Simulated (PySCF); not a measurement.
**Computed vibrations of Pb(CH3)2Cl2**

Pb(CH3)2Cl2 (singlet). PySCF 2.14.0, RKS B3LYP, Pb def2-SVP with ECP60, C def2-SVP, H def2-SVP, Cl def2-SVP; non-relativistic Hamiltonian with scalar-relativistic core potentials where named; density fitting; no spin-orbit coupling. Central differences of gradients.

```xyz
11

Pb    0.0000    0.0000    0.2538
C     1.4821    1.4821    1.0548
H     1.9277    1.9277    0.1569
H     0.9411    2.2295    1.6472
H     2.2295    0.9411    1.6472
C    -1.4821   -1.4821    1.0548
H    -1.9277   -1.9277    0.1569
H    -0.9411   -2.2295    1.6472
H    -2.2295   -0.9411    1.6472
Cl    1.4134   -1.4134   -1.2163
Cl   -1.4134    1.4134   -1.2163
```

Run from Python with OMP_NUM_THREADS=2. Where DIIS fails, smearing, a level shift and second-order steps follow.
It took 2 min on 2 threads of AMD EPYC 7B13 (Zen 3) (shared host).

Question: What are the harmonic wavenumbers and infrared intensities?

Answer: Modes are labelled in C2v; negative numbers are unstable modes, those under 60 cm⁻¹ near the noise; a finer grid moves soft modes by up to 10 cm⁻¹.
| cm⁻¹ | km/mol | symmetry |
| --- | --- | --- |
| -71 | – | a2 |
| -69 | – | b2 |
| 97 | 1.6 | a1 |
| 104 | 1.3 | b2 |
| 118 | 0.0 | a2 |
| 123 | 8.2 | b1 |
| 127 | 4.4 | a1 |
| 326 | 27.1 | a1 |
| 329 | 53.5 | b2 |
| 435 | 5.3 | a1 |
| 481 | 8.0 | b1 |
| 759 | 0.0 | a2 |
| 763 | 9.6 | b1 |
| 789 | 57.0 | b2 |
| 802 | 53.7 | a1 |
| 1166 | 33.2 | b1 |
| 1180 | 2.5 | a1 |
| 1416 | 0.8 | b1 |
| 1417 | 5.4 | a1 |
| 1420 | 0.0 | a2 |
| 1423 | 6.4 | b2 |
| 3066 | 1.7 | b1 |
| 3066 | 0.9 | a1 |
| 3202 | 2.3 | b1 |
| 3202 | 0.6 | a1 |
| 3205 | 0.0 | a2 |
| 3205 | 0.0 | b2 |

Question: Is this a minimum?

Answer: No: 2 unstable; the lowest moves the atoms so:
```
Pb   0.00  0.00  0.00
C    0.00  0.00  0.00
H   -0.29  0.29  0.00
H    0.07 -0.22  0.34
H    0.22 -0.07 -0.34
C    0.00  0.00  0.00
H    0.29 -0.29  0.00
H   -0.07  0.22  0.34
H   -0.22  0.07 -0.34
Cl   0.00  0.00  0.00
Cl   0.00  0.00  0.00
```
